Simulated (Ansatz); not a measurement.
A run on `O=C=[N][Ge]([F])([F])[N]=C=O` with other settings.

```yaml
crystal:
  periodic: [false, false, false]
  atoms:
    - {symbol: O, position_ang: [-0.749482, 0.977254, -3.383000]}
    - {symbol: C, position_ang: [-0.486233, 0.480047, -2.198298]}
    - {symbol: N, position_ang: [-0.153351, 0.267583, -1.191122]}
    - {symbol: Ge, position_ang: [0.159271, 0.611206, 0.527570]}
    - {symbol: F, position_ang: [-1.205497, 1.611529, 1.005760]}
    - {symbol: F, position_ang: [1.461434, 1.777708, 0.511083]}
    - {symbol: N, position_ang: [0.539904, -0.716176, 1.679903]}
    - {symbol: C, position_ang: [0.367789, -1.866142, 1.532653]}
    - {symbol: O, position_ang: [0.448484, -2.962875, 1.434330]}
basis:
  gaussian: {orbitals: def2-TZVPPP, nuclear_model: gaussian}
hamiltonian: {xc: {name: B3LYP}, dispersion: d4, pseudopotentials: {relativity: none}}
scf: {lower_state_search: off}
```

```sh
$ ansatz run in.yaml --threads 4 --pin off --events-out ev --progress --plain --max-ram 11315MiB
```

Output, abridged:

```
Error: <dir> can't be read: No such file or directory (os error 2)
```
